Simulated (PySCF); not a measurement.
InF, optimised at PBE0/def2-TZVP:

```xyz
2

In     0.0041    -0.7349     0.6737
F     -0.0041     0.7349    -0.6737
```

Method: PySCF energies (xtb for GFN2) plus ideal-gas RRHO corrections (1 bar). All species are closed-shell singlets. In: scalar-relativistic def2 core potential, no spin-orbit coupling.

Q: List the harmonic frequencies (cm⁻¹, unscaled) at this level and at the other levels, each on its own geometry.

A: 
- PBE0/def2-TZVP: 530
- GFN2-xTB: 335
- PBE/def2-SVP: 542
